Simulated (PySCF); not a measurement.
2-bromo-1,1-difluoroethane (C2H3BrF2), SMILES C(F)(F)CBr. Atoms are numbered in the order given.

```xyz
8

F     -1.7913    -0.4839     0.7237
C     -1.3770     0.4709    -0.1274
F     -2.1503     1.5644     0.0628
C      0.0528     0.8598     0.1628
Br     1.2700    -0.5903    -0.1967
H     -1.5203     0.1098    -1.1608
H      0.1463     1.1348     1.2216
H      0.3427     1.7083    -0.4685
```

Geometry optimised at PBE0-D3(BJ)/def2-SVP. One conformer was computed; it need not be the lowest.

Method: PBE/pcSseg-1 (PySCF).

GIAO shieldings, no solvent; atoms listed in one row are averaged. δ = σ(ref) − σ: ¹⁹F against CFCl3 (σ = 133.6 ppm); ¹³C against TMS (σ = 182.0 ppm); ¹H against TMS (σ = 31.49 ppm), references at their B3LYP-D3(BJ)/def2-TZVP geometries, non-relativistic (without spin–orbit terms, shifts of atoms bonded to Cl or Br come out too high).

Question: Estimate the chemical shifts. (Estimate from the structure and the level; the computed values follow.)

Answer: 
| nucleus | atoms | count | δ (ppm) |
|---|---|---|---|
| ¹⁹F | F3 | 1 | -148.6 |
| ¹⁹F | F1 | 1 | -159.7 |
| ¹³C | C2 | 1 | 125.1 |
| ¹³C | C4 | 1 | 43.9 |
| ¹H | H6 | 1 | 6.20 |
| ¹H | H7 | 1 | 3.56 |
| ¹H | H8 | 1 | 3.46 |
